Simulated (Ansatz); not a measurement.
`C[N](C)[Mg][OH]`, charge 0, multiplicity 1.

Task: Give a relaxed structure at PBE0-D4/def2-TZVP (Ansatz 0.2.0). (Estimate.)

Result: Computed: 
```xyz
12

C     0.472    1.466   -0.130
N     0.157    0.065   -0.051
C     1.247   -0.728   -0.552
Mg   -1.465   -0.638    0.624
O    -2.949   -1.298    1.326
H    -0.348    2.088    0.248
H     0.672    1.795   -1.165
H     1.368    1.729    0.458
H     1.483   -0.500   -1.606
H     1.026   -1.800   -0.500
H     2.180   -0.566    0.017
H    -3.842   -1.614    1.330
```
Point group Cs.
This is one stationary point; other conformers may exist.
